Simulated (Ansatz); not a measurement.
C4H5 (SMILES [CH]1C=CC1), doublet (typed; the unrestricted solution is spin-contaminated), at a GFN2-xTB geometry, with bond 5-1 at 3.0 times its length; PBE0/3-21G (Ansatz, a first-principles code).

The Ansatz input:
Ansatz 0.2 input:
```yaml
crystal:
  periodic: [false, false, false]
  atoms:
    - {symbol: C, position_ang: [-0.00321860, -0.72310986, 0.74098122]}
    - {symbol: C, position_ang: [-0.14926074, 0.65486258, 0.76135888]}
    - {symbol: C, position_ang: [0.14871370, -0.77776372, -0.63542029]}
    - {symbol: C, position_ang: [0.00323715, 0.72727827, -0.74525266]}
    - {symbol: H, position_ang: [-0.01324880, -2.97655311, 3.05011743]}
    - {symbol: H, position_ang: [-0.30703081, 1.39951873, 1.51456422]}
    - {symbol: H, position_ang: [0.30636277, -1.54960601, -1.36076760]}
    - {symbol: H, position_ang: [0.88393419, 1.26012121, -1.10389175]}
    - {symbol: H, position_ang: [-0.87353323, 1.07662001, -1.29060109]}
basis:
  gaussian:
    orbitals: 3-21G.json
hamiltonian:
  xc: pbe0
magnetization: {spin_polarized: true, initial_magnetization: 1}
scf: {lower_state_search: standard}
```
The basis file holds 3-21G in the JSON format of the Basis Set Exchange.

Output, abridged:

```
Functional definition: PBE0
620 factors; integrals over basis functions are off by at most 9.2e-4 eV
mean field evaluation 1: about -4178.7564 eV, gradient 3.3e1 eV
mean field evaluation 2: about -4167.8885 eV, gradient 5.2e1 eV
mean field evaluation 4: about -4184.8891 eV, gradient 1.8e1 eV
mean field evaluation 8: about -4188.6234 eV, gradient 1.4e1 eV
mean field evaluation 16: about -4192.5689 eV, gradient 4.7e-2 eV
mean field evaluation 32: about -4192.5689 eV, gradient 4.3e-2 eV
mean field evaluation 64: about -4192.6748 eV, gradient 1.8e-4 eV
mean field -4192.67478493 eV, -154.0779564491 hartree, gradient 1.2e-5 eV, S^2 1.797367; 6 other end points of the search recorded, 0 dependent functions left out
reference -4192.67480295 eV, -154.0779571114 hartree; 15, 14 occupied and 31, 32 virtual orbitals, 620 factors
Total energy: -4192.67480295 eV, -154.0779571114 hartree
```
